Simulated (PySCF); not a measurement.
Members of one family of related compounds. Computed with TDDFT PBE0/def2-SVPD, vertical, gas phase, core orbitals frozen in the response (PySCF). Geometries: PBE0-D3(BJ)/def2-SVP; one conformer of each isolated species. Triplets are in the Tamm–Dancoff approximation.

Question: Rank by computed S1–T1 gap, lowest first.
A. `n1(cccc1)[SiH2]B`
B. `CC#C[SiH2]n1cccc1`
C. `COC[SiH2]n1cccc1`
D. `CC(O[SiH2]n1cccc1)=O`

Answer: A (0.07 eV), B (0.69 eV), D (1.05 eV), C (1.35 eV).

```tsv
SMILES	S1−T1 (eV)	S1 (eV)	T1 (eV)	S1 mainly	T1 mainly	f(S1)
B[SiH2]n1cccc1	0.07	2.66	2.59	H→L (100%)	H→L (100%)	0.016
CC#C[SiH2]n1cccc1	0.69	4.80	4.10	H→L (99%)	H→L+3 (70%)	0.001
CC(=O)O[SiH2]n1cccc1	1.05	5.16	4.10	H→L (100%)	H→L+2 (90%)	0.006
COC[SiH2]n1cccc1	1.35	5.50	4.15	H→L (93%)	H→L+2 (66%)	0.000
```

H and L stand for HOMO and LUMO. For `CC#C[SiH2]n1cccc1`, `CC(=O)O[SiH2]n1cccc1` and `COC[SiH2]n1cccc1` the leading configurations of S1 and T1 differ. Singlets come from full response and triplets from the Tamm–Dancoff approximation.
